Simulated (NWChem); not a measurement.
System: C5H5N; SMILES C#CC(N)C#C

NWChem input:

```
start job
memory heap 200 mb stack 900 mb global 1100 mb
geometry units angstroms noautoz
  C      0.954117    -2.237904    -0.152138
  C      0.330074    -1.234087     0.103620
  C     -0.424514    -0.009582     0.407839
  N     -1.729613    -0.039244    -0.237792
  C      0.385358     1.186608     0.096307
  C      0.996037     2.198167    -0.168871
  H      1.506740    -3.131449    -0.376897
  H     -0.599920    -0.006091     1.500417
  H     -1.604870    -0.034374    -1.249147
  H     -2.236864     0.812291    -0.003044
  H      1.549070     3.088731    -0.404854
end
basis spherical
  C library sto-3g
  N library sto-3g
  H library sto-3g
end
dft
  xc xpbe96 cpbe96
  iterations 150
  mulliken
end
task dft energy
```

Structure relaxed at the PBE0/def2-SVP level.

### Question
Give the results of this calculation. (PBE/STO-3G.) Quantities: basis functions; energy (Ha); highest occupied level (eV); orbital gap (eV); dipole (D).

### Answer
```
Item                          Result
---------------------------  -------
number of basis functions         35
energy (Ha)                  -244.68
highest occupied level (eV)    -2.80
orbital gap (eV)                5.57
dipole (D)                      1.25
```
